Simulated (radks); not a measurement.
Values are calculated unless marked as measured or tabulated.
The mean radii <r> (bohr) of the occupied orbitals of an atom or ion are listed with their occupations. Level of theory: scalar-relativistic Kohn-Sham, SCAN, spin-polarised, spherical densities, finite nucleus; meta-GGA in the generalised Kohn-Sham scheme; Fermi nuclear charge, rms radius of each element as measured or else 0.836 A^(1/3) + 0.57 fm (a radial shooting solver on a logarithmic mesh with Libxc functionals).

| orbital | occ. | <r> |
|---|---|---|
| 1s up | 1 | 0.03263 |
| 1s down | 1 | 0.03263 |
| 2s up | 1 | 0.1418 |
| 2s down | 1 | 0.1418 |
| 2p up | 3 | 0.1237 |
| 2p down | 3 | 0.1237 |
| 3s up | 1 | 0.3895 |
| 3s down | 1 | 0.3896 |
| 3p up | 3 | 0.3898 |
| 3p down | 3 | 0.3898 |
| 3d up | 5 | 0.3702 |
| 3d down | 5 | 0.3701 |
| 4s up | 1 | 0.9718 |
| 4s down | 1 | 0.9668 |
| 4p up | 3 | 1.057 |
| 4p down | 3 | 1.051 |
| 4d up | 5 | 1.317 |
| 5p up | 1 | 2.731 |

Name the element and its charge. Open shells, if any, are filled with parallel spins first.

Answer. Z = 45, rhodium, charge +3: Rh3+ in [Kr] 4d5 5p1. The 1s radius gives Z: for a bare nucleus <r> = (2 gamma + 1)/(2Z) with gamma = sqrt(1 - (Z/c)^2), 0.0321 bohr for Z = 45, and screening makes it slightly larger (0.03263 here). The occupations add up to 42, and the charge is Z minus that.
